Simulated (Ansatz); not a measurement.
C₂H₅BrSi, SMILES `Br[SiH]1CC1`. Charge 0, multiplicity 1. Correlated methods include outer-core shells of Br, which these sets cover unevenly. Scalar relativity is left out up to krypton.

Cartesian coordinates in Å:
```
Br -1.797 -2.197 0.344
Si -0.126 -0.792 0.663
C -0.291 0.948 0.117
C 0.628 0.056 -0.774
H 0.662 -1.168 1.851
H -1.218 1.275 -0.342
H 0.200 1.737 0.678
H 0.254 -0.154 -1.771
H 1.687 0.295 -0.766
```

Problem. Give the diagnostics of a CCSD(T)/def2-TZVPP run (frozen core, the Gaussian-basis code of Ansatz). (An estimate is asked.)

Solution. Ansatz gave: T1 = 0.0087, largest single amplitude 0.015, largest double 0.027, (T) share of the correlation energy 3.9 %, 9 CCSD cycles. The RHF solution is stable towards an unrestricted one. T1 lies under the customary mark of 0.02 for closed shells.
